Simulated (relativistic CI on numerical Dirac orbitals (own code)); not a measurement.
## What each ingredient does to the levels of Ce LV

Base calculation: Dirac-Coulomb-Breit CI, KLI orbitals optimised for each configuration, QED by a radiative potential, unscaled Slater integrals.

Configuration list (outside the closed core 1s2): 2s2, 2s 2p, 2p2, 2p 3s, 2p 3p, 2s 3s, 2s 3p, 2s 3d, 2s 4s, 2s 4p, 2s 4d, 2s 4f, 2s 5s, 3s2, 2s 5p, 2s 5d, 2s 5f, 2s 5g, 3s 3p, 3p2. Levels of other configurations are missing.

Variants: (1) only the first 3 configurations; (2) non-relativistic limit. Shifts of the energy above 2s2 1S_0, in eV, for the lowest level and the first level of each name with at least 55 % of one term (blank where a level changes its place among those of its configuration and J or its character, or is not in the variant):

```csv
Level,Base,Δ(1),Δ(2)
2s2 1S_0,0.00,0.00,0.00
2s 2p 3P°_0,116.01,+0.01,-17.38
2s 2p 3P°_1,141.62,+0.04,-42.99
2p2 3P_0,334.70,+0.17,-80.71
2s 2p 3P°_2,615.17,-0.03,-516.54
2s 2p 1P°_1,684.61,+0.07,-495.04
2p2 3P_1,801.91,-0.01,-547.93
2p2 1D_2,818.47,+0.30,
2p2 3P_2,1310.78,+0.18,
2p2 1S_0,1363.32,+0.21,-1010.90
2s 3s 3S_1,6334.72,,-397.83
2s 3s 1S_0,6358.49,,-402.10
2s 3p 3P°_0,6391.10,,-404.71
2s 3p 3P°_1,6392.02,,
```

At this charge energies of transitions that change n are usually good to better than 1 %, and those within a shell (Δn = 0) to a few per cent.

Ionisation energy from the two ground configurations alone: base 11209.6 eV. The NIST ASD value (theoretical) is 11210 eV.

LS names give the leading component of a level, which can be under half, so a name can repeat, a term be missing and a line seem to break the LS rules.
